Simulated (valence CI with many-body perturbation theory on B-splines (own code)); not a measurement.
**E1 line list for Pd41+**

Method: valence CI with perturbative core correlation (CI+MBPT): three valence electrons over a frozen Dirac-Fock core [He], a basis of 11 s, 11 p, 9 d, 7 f, 5 g, 2 h, 1 i functions for each j, with the one-electron correlation potential Σ1 (screened to all orders), the two-electron term Σ2, the three-electron term Σ3, Breit, model QED; selected single and double excitations, second order for the rest (own B-spline code, finite nucleus).

No measured spectrum was set against this ion. As an estimate, large intervals hold to a few tenths of a per cent, small ones and those within an open d or f shell to about a per cent.

Lines 201 to 250 of 271 in falling wavelength, among levels below 4198.6 eV, chosen from the strongest by gf and those to the six lowest levels. Wavelengths and rates use the calculated energies. Electric multipoles are in the length gauge, E1 and E2 with the static RPA response of the core. Weak lines are less certain than strong ones. Lines between different terms over intervals too small for the method are left out, as are lines whose strength nearly cancels. The highest levels of a list are the least certain.

Levels are named by their leading jj configuration (3d3/2^4 stands for four electrons in 3d with j = 3/2), which in mixed levels can hold well under half, so a name can repeat and another be missing. Letters in brackets count levels of one name in rising energy.

| λ vac (Å) | Upper | Lower | A (s⁻¹) | log gf | Branch % |
| --- | --- | --- | --- | --- | --- |
| 3.298 | (2s 2p3/2 3d5/2) J=7/2 [a] | (2s 2p1/2 2p3/2) J=5/2 | 2.04e+13 | -0.58 | 6.5 |
| 3.297 | (2s 2p3/2 3d3/2) J=1/2 [a] | (2s 2p1/2 2p3/2) J=3/2 [a] | 2.32e+14 | -0.12 | 95.3 |
| 3.295 | (2s 2p3/2 3p1/2) J=3/2 [a] | (2s^2 2p3/2) J=3/2 | 2.18e+13 | -0.85 | 98.7 |
| 3.294 | (2s 2p3/2 3d5/2) J=5/2 [b] | (2s 2p1/2 2p3/2) J=3/2 [b] | 5.39e+12 | -1.28 | 1.7 |
| 3.293 | (2s 2p3/2 3p1/2) J=5/2 | (2s^2 2p3/2) J=3/2 | 4.91e+13 | -0.32 | 99.3 |
| 3.291 | (2s 2p3/2 3d5/2) J=3/2 [b] | (2s 2p1/2 2p3/2) J=3/2 [b] | 1.20e+12 | -2.11 | 0.5 |
| 3.289 | (2s 2p1/2 3p1/2) J=3/2 | (2s^2 2p1/2) J=1/2 | 7.38e+11 | -2.32 | 6.3 |
| 3.286 | (2p1/2 2p3/2 3p1/2) J=3/2 [b] | (2s 2p1/2 2p3/2) J=3/2 [b] | 1.78e+13 | -0.94 | 22.9 |
| 3.277 | (2p1/2 2p3/2 3p1/2) J=3/2 [a] | (2s 2p1/2 2p3/2) J=5/2 | 5.05e+12 | -1.49 | 4.9 |
| 3.276 | (2s 2p3/2 3d3/2) J=5/2 [b] | (2s 2p1/2 2p3/2) J=5/2 | 8.91e+12 | -1.07 | 3.5 |
| 3.272 | (2s 2p1/2 3p1/2) J=1/2 [b] | (2s^2 2p1/2) J=1/2 | 2.80e+13 | -1.05 | 95.3 |
| 3.271 | (2p1/2 2p3/2 3p3/2) J=5/2 [a] | (2s 2p1/2 2p3/2) J=3/2 [b] | 2.56e+12 | -1.61 | 4.1 |
| 3.271 | (2p1/2 2p3/2 3p3/2) J=1/2 [a] | (2s 2p1/2 2p3/2) J=1/2 | 3.93e+13 | -0.90 | 59.8 |
| 3.271 | (2p1/2^2 3p1/2) J=1/2 | (2s 2p1/2^2) J=1/2 | 2.39e+13 | -1.12 | 76.5 |
| 3.270 | (2s 2p3/2 3d3/2) J=3/2 [b] | (2s 2p1/2 2p3/2) J=5/2 | 5.46e+11 | -2.46 | 0.3 |
| 3.268 | (2p1/2 2p3/2 3p3/2) J=1/2 [a] | (2s 2p1/2 2p3/2) J=3/2 [b] | 8.07e+12 | -1.59 | 12.3 |
| 3.267 | (2s 2p3/2 3d5/2) J=1/2 | (2s 2p1/2 2p3/2) J=3/2 [a] | 1.39e+12 | -2.35 | 0.6 |
| 3.267 | (2p1/2 2p3/2 3p3/2) J=3/2 [a] | (2s 2p1/2 2p3/2) J=1/2 | 2.60e+13 | -0.78 | 38.1 |
| 3.266 | (2s 2p3/2 3d5/2) J=7/2 [b] | (2s 2p1/2 2p3/2) J=5/2 | 4.68e+12 | -1.22 | 5.2 |
| 3.265 | (2p1/2 2p3/2 3p1/2) J=5/2 | (2s 2p1/2 2p3/2) J=5/2 | 1.71e+13 | -0.79 | 56.4 |
| 3.264 | (2p1/2 2p3/2 3p3/2) J=3/2 [a] | (2s 2p1/2 2p3/2) J=3/2 [b] | 2.21e+13 | -0.85 | 32.4 |
| 3.258 | (2p1/2 2p3/2 3p1/2) J=1/2 | (2s 2p1/2 2p3/2) J=3/2 [a] | 2.48e+13 | -1.10 | 50.9 |
| 3.256 | (2s 2p3/2 3p3/2) J=3/2 [a] | (2s^2 2p3/2) J=3/2 | 6.82e+13 | -0.36 | 98.2 |
| 3.255 | (2p1/2 2p3/2 3p3/2) J=3/2 [b] | (2s 2p1/2 2p3/2) J=1/2 | 1.71e+13 | -0.96 | 24.8 |
| 3.255 | (2p1/2 2p3/2 3p1/2) J=3/2 [a] | (2s 2p1/2 2p3/2) J=3/2 [a] | 1.65e+13 | -0.98 | 15.9 |
| 3.253 | (2s 2p3/2 3d3/2) J=5/2 [b] | (2s 2p1/2 2p3/2) J=3/2 [a] | 2.61e+12 | -1.60 | 1.0 |
| 3.253 | (2s 2p1/2 3p3/2) J=3/2 [a] | (2s^2 2p1/2) J=1/2 | 2.83e+13 | -0.75 | 98.7 |
| 3.252 | (2p1/2 2p3/2 3p3/2) J=3/2 [b] | (2s 2p1/2 2p3/2) J=3/2 [b] | 2.32e+13 | -0.83 | 33.5 |
| 3.250 | (2p1/2 2p3/2 3p1/2) J=3/2 [b] | (2s 2p1/2 2p3/2) J=5/2 | 4.42e+13 | -0.55 | 57.1 |
| 3.248 | (2s 2p3/2 3p1/2) J=1/2 | (2s^2 2p3/2) J=3/2 | 1.65e+13 | -1.28 | 86.5 |
| 3.247 | (2s 2p3/2 3d3/2) J=3/2 [b] | (2s 2p1/2 2p3/2) J=3/2 [a] | 2.45e+12 | -1.81 | 1.1 |
| 3.247 | (2s 2p3/2 3p1/2) J=3/2 [b] | (2s^2 2p3/2) J=3/2 | 1.62e+13 | -0.99 | 87.9 |
| 3.246 | (2p1/2 2p3/2 3p3/2) J=5/2 [b] | (2s 2p1/2 2p3/2) J=3/2 [b] | 3.16e+13 | -0.52 | 47.7 |
| 3.246 | (2s 2p3/2 3p3/2) J=5/2 [a] | (2s^2 2p3/2) J=3/2 | 5.94e+13 | -0.25 | 98.2 |
| 3.244 | (2s 2p3/2 3p3/2) J=1/2 [a] | (2s^2 2p3/2) J=3/2 | 1.17e+14 | -0.43 | 96.8 |
| 3.242 | (2s 2p1/2 3p3/2) J=1/2 | (2s^2 2p1/2) J=1/2 | 8.43e+13 | -0.58 | 96.7 |
| 3.240 | (2p1/2^2 3d3/2) J=3/2 | (2s^2 2p3/2) J=3/2 | 9.16e+11 | -2.24 | 2.4 |
| 3.236 | (2s 2p1/2 3p3/2) J=3/2 [b] | (2s^2 2p1/2) J=1/2 | 6.50e+13 | -0.39 | 98.5 |
| 3.236 | (2p1/2 2p3/2 3p3/2) J=1/2 [b] | (2s 2p1/2 2p3/2) J=3/2 [b] | 4.66e+13 | -0.84 | 74.2 |
| 3.235 | (2p1/2 2p3/2 3p3/2) J=5/2 [a] | (2s 2p1/2 2p3/2) J=5/2 | 2.38e+12 | -1.65 | 3.9 |
| 3.228 | (2p1/2 2p3/2 3p3/2) J=3/2 [a] | (2s 2p1/2 2p3/2) J=5/2 | 7.05e+12 | -1.36 | 10.3 |
| 3.227 | (2p1/2 2p3/2 3p1/2) J=3/2 [b] | (2s 2p1/2 2p3/2) J=3/2 [a] | 5.40e+12 | -1.47 | 7.0 |
| 3.223 | (2p1/2 2p3/2 3p3/2) J=7/2 | (2s 2p1/2 2p3/2) J=5/2 | 5.32e+13 | -0.18 | 99.2 |
| 3.222 | (2p1/2^2 3d5/2) J=5/2 | (2s^2 2p3/2) J=3/2 | 9.53e+11 | -2.05 | 0.5 |
| 3.221 | (2p1/2^2 3p3/2) J=3/2 | (2s 2p1/2^2) J=1/2 | 5.39e+13 | -0.47 | 90.6 |
| 3.217 | (2p1/2 2p3/2 3p3/2) J=3/2 [b] | (2s 2p1/2 2p3/2) J=5/2 | 9.27e+12 | -1.24 | 13.4 |
| 3.213 | (2p1/2 2p3/2 3p3/2) J=5/2 [a] | (2s 2p1/2 2p3/2) J=3/2 [a] | 5.16e+13 | -0.32 | 83.6 |
| 3.213 | (2p1/2 2p3/2 3s) J=3/2 [a] | (2s^2 2p3/2) J=3/2 | 1.05e+12 | -2.19 | 5.8 |
| 3.212 | (2s 2p3/2 3p3/2) J=5/2 [b] | (2s^2 2p3/2) J=3/2 | 1.70e+13 | -0.80 | 84.3 |
| 3.211 | (2p1/2 2p3/2 3p3/2) J=5/2 [b] | (2s 2p1/2 2p3/2) J=5/2 | 2.82e+13 | -0.58 | 42.7 |
